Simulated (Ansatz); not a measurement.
Species: bicarbonate, CHO$_{3}$, net charge -1, singlet state. It need not be the lowest isomer of its formula. 
Coordinates optimised at B3LYP-D3(BJ)/def2-TZVP (Ansatz, a quantum-chemistry and plane-wave program):
```
C
O 1 1.2323
O 1 1.2486 2 132.63
O 1 1.4499 2 114.04 3 180.00
H 4 0.9647 1 101.83 2 180.00
```
Charge -1, spin multiplicity 1.

Basis-set convergence of Hartree-Fock and CCSD(T) correlation energies (hartree) with Ansatz. Correlated levels leave the core frozen unless marked. Spin-orbit coupling is left out. Non-relativistic. This anion needs diffuse functions, which these sets lack.

```json
[
 {"basis": "cc-pVDZ", "functions": "-", "E(HF)": "-263.10008", "E(corr, CCSD(T))": "-0.70380"},
 {"basis": "cc-pVTZ", "functions": "134", "E(HF)": "___", "E(corr, CCSD(T))": "___"}
]
```

Task: Complete the blanks.

Result: 
- cc-pVTZ, E(HF): -263.19062
- cc-pVTZ, E(corr, CCSD(T)): -0.90043
